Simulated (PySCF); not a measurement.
Task: Write Cartesian coordinates for InChI=1S/CH9BrOSi3/c2-6-3-5-1-4/h1,5-6H2,4H3 as optimised with PBE0-D3(BJ)/def2-SVP.

Result: 
```xyz
15
CH9BrOSi3 angstrom
Si    -1.396    1.634    0.421
C     -0.876   -0.081   -0.160
Si     0.758   -0.713    0.487
O      1.985    0.339    0.062
Si     2.778    1.721    0.455
Br     2.133    2.398    2.479
H     -2.717    2.004   -0.175
H     -0.389    2.654   -0.002
H     -1.515    1.664    1.910
H     -0.844   -0.086   -1.263
H     -1.658   -0.803    0.138
H      0.715   -0.843    1.974
H      1.098   -2.031   -0.121
H      4.239    1.467    0.514
H      2.444    2.802   -0.507
```

Orientation and origin are arbitrary. Atoms count from 1 in this order. Si3 (oxygen-bound silicon) is tetrahedral (angles from 106.6° to 110.9°). O4 (siloxane oxygen) is bent (angle 145.4°). Si5 (oxygen-bound silicon) is tetrahedral (angles from 107.5° to 111.8°). Si1 (SiH3 silicon) is tetrahedral (angles from 108.3° to 110.4°).

Bonds between heavy atoms (Å): Si1–C2 1.885, C2–Si3 1.868, Si3–O4 1.672, O4–Si5 1.641, Si5–Br6 2.229.

Computed with PBE0-D3(BJ)/def2-SVP geometry optimisation, gas phase in PySCF.

Point group: C1 (no symmetry element, even within 0.4 Å). PBE0-D3(BJ)/def2-SVP frequencies: not computed here. One conformer, not necessarily the lowest (Si1–C2–Si3–O4 -58°, C2–Si3–O4–Si5 84°, Si3–O4–Si5–Br6 10°).
